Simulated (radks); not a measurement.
The numbers below are computed, except where a source is named.
Question: Neutral selenium, configuration [Ar] 3d10 4s2 4p4. Level of theory: scalar-relativistic Kohn-Sham, PBE, spin-polarised, spherical densities, finite nucleus; open shells are filled with parallel spins first; Fermi nuclear charge, rms radius 4.14 fm (a radial shooting solver on a logarithmic mesh with Libxc functionals). Some entries of the table are withheld. Estimate them.

orbital,occ.,eigenvalue (eV),<1/r> (bohr^-1),<r^2> (bohr^2)
1s up,1,-12504.83,34.56,0.002616
1s down,1,-12504.74,34.56,0.002616
2s up,1,-1607.056,7.632,0.04527
2s down,1,-1607.008,7.632,0.04527
2p up,3,-1413.512,7.474,0.03586
2p down,3,-1413.424,7.474,0.03586
3s up,1,-213.4312,2.488,0.3795
3s down,1,-213.3072,2.488,0.3793
3p up,3,-152.9096,2.335,0.4081
3p down,3,-152.7694,2.336,0.4076
3d up,5,(1),2.029,0.5000
3d down,5,(2),2.033,0.4956
4s up,1,-17.9060,0.7354,(3)
4s down,1,-16.3543,0.7394,(4)
4p up,3,-7.1171,0.5771,6.108
4p down,1,-5.6047,0.5666,6.557

Answer: 
(1) 3d up eigenvalue (eV): -53.0824
(2) 3d down eigenvalue (eV): -52.8867
(3) 4s up <r^2> (bohr^2): 3.704
(4) 4s down <r^2> (bohr^2): 3.714
